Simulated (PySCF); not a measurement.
Polarisability and C₆ of Hf⁺ (hafnium, charge +1)

[Xe] 4f14 5d2 6s1, high-spin 4F determinant (an excited configuration). All numbers are calculated (PySCF 2.14, a scalar-relativistic core potential, in aug-cc-pwCVTZ-PP with ECP60MDF (8s8p7d4f3g, 122 functions)). Coupled (time-dependent) response in atomic units; α is the mean over directions.

```tsv
method	mean α (bohr³)	C₆ (like pair)	S(−4)
UHF	64.98	593.9	2466
PBE	49.48	421.8	1375
```

S(−4) is the Cauchy moment in α(ω) = α(0) + S(−4) ω² + …

Spin-orbit coupling is absent.

α(iu) at PBE:

```
u (hartree)  α(iu) (bohr³)
          0          49.48
     0.0500          46.33
      0.100          39.35
      0.200          26.15
      0.300          18.15
      0.500          10.60
      0.750          6.711
       1.00          4.788
       1.50          2.875
       2.00          1.928
       3.00          1.029
       5.00         0.4239
```

A single London oscillator, α(iu) = α/(1 + u²/ω²), gives C₆ = (3/4) ω α². Matching the computed C₆ needs ω = 4 × 421.8 / (3 × 49.48²) = 0.230 hartree.

For an ion, C₆ is the dispersion term alone; charge-induced terms of lower order in 1/R come first.

Energies and moments cover only the electrons outside the core potential. Spin-orbit coupling, absent here, splits the open shell strongly.
